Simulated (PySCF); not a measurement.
**How methods differ on the interval between two levels of Zr(3+)**

Zr(3+) [Kr] 4d1 [2D5/2, M_J = 5/2] → Zr(3+) [Kr] 5p1 [2P3/2, M_J = 3/2], as a difference of total energies. Calculation: PySCF 2.14, in x2c-SVPall-2c with one added diffuse shell each of s, p, d type (7s9p7d1f, 76 functions); the two-component X2C-1e Hamiltonian. Correlated levels: [Ar] 3d10 frozen; the 6 highest virtual spinors dropped. "Screened" scales the spin-orbit matrix elements by Boettger's factors to mimic the two-electron term; Breit and QED terms are absent.

| method | interval between two levels (cm⁻¹) |
| --- | --- |
| GHF (spin-free) | 80728 |
| GMP2 (spin-free) | 78874 |
| GHF (screened spin-orbit) | 81008 |
| GMP2 (screened spin-orbit) | 79184 |
